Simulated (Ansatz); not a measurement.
Basis-set extrapolation for BFH₄OSSi (`OB(F)S[SiH3]`) (PBE0-D4/def2-TZVP geometry, frozen core, Ansatz). Multiplicity 1, RHF reference.

|  | def2-TZVPP | def2-QZVPP |
| --- | --- | --- |
| HF | -888.066980 | -888.096197 |
| MP2 correlation | -0.881262 | -0.956898 |
| CCSD(T) correlation | -0.954662 | not run |

Energies in hartree. Use E(X) = E(∞) + A·exp(−7.88·√X) for Hartree–Fock and E(X) = E(∞) + B·X^(−2.97) for correlation, with X = 3 and 4, and add CCSD(T) minus MP2 of the smaller set to the MP2 limit.

Question: What is the CCSD(T) energy at the basis-set limit?

Answer: HF limit: -888.096197 + (-0.029217) × 0.13774 = -888.10022. MP2 limit: -0.956898 + (-0.075636) × 0.74074 = -1.01292. Higher-order term: -0.954662 − (-0.881262) = -0.07340. Total: -889.18654 hartree, 432.9 kJ/mol below CCSD(T)/def2-TZVPP.
